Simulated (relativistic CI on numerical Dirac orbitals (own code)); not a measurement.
## Spin-allowed bands of a d8 ion in a tetrahedral site, by hand

Problem. Take Δ = 3200 cm⁻¹ and B = 930 cm⁻¹ for a d8 ion in a tetrahedral site. Calculate the three spin-allowed bands.

Working.
1. The terms of highest spin are 3F (energy 0) and 3P (15B = 13950 cm⁻¹). Here the F term splits into A2 at +1.2Δ = 3840, T2 at +0.2Δ = 640 and T1 at −0.6Δ = -1920 cm⁻¹.
2. The two T1 states mix through the element 0.4Δ: H = [[-1920, 1280], [1280, 13950]], with roots ½(H₁₁ + H₂₂) ∓ ½√[(H₂₂ − H₁₁)² + 4H₁₂²] = ½(12030) ∓ ½(16075) = -2023 and 14053 cm⁻¹.
3. The ground term is 3T1 at -2023 cm⁻¹.
4. Bands: 3T2 2663 cm⁻¹ (3756 nm), 3A2 5863 cm⁻¹ (1706 nm), 3T1(P) 16075 cm⁻¹ (622 nm).

Check. Exact diagonalisation of the whole d8 shell with these parameters gives 3T2 2663, 3A2 5863, 3T1 16075 cm⁻¹. The match is exact, since without spin-orbit coupling no other term has this spin. The ratio of the second band to the first, 2.202, depends on Δ/B = 3.4 alone, which is how a Tanabe-Sugano diagram is read.
